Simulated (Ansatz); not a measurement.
Cartesian coordinates in Å:
```
N -1.241 -1.186 1.013
C -0.705 -0.418 0.071
B 0.798 -0.138 -0.086
C 1.039 1.045 -1.077
S 0.284 1.666 0.454
H -2.228 -1.190 1.202
H -0.643 -1.609 1.703
H -1.424 -0.012 -0.634
H 1.635 -0.752 0.511
H 2.063 1.384 -1.201
H 0.422 1.209 -1.957
```

The species carries charge 0 and has multiplicity 1.

Task: List the PBE/def2-TZVPP orbital energies in eV (Ansatz). (An estimate is asked.)

Result: The calculation gave: Occupied: -2395.30, -381.87, -270.48, -268.89, -208.19, -175.85, -154.33, -154.28, -154.10, -23.80, -19.61, -16.57, -14.43, -14.19, -12.53, -11.15, -10.01, -9.38, -9.12, -7.82, -6.92, -5.95, -5.21. Lowest empty: -1.71, -0.20, 0.29, 0.73, 0.95, 1.58, 1.82, 2.42.
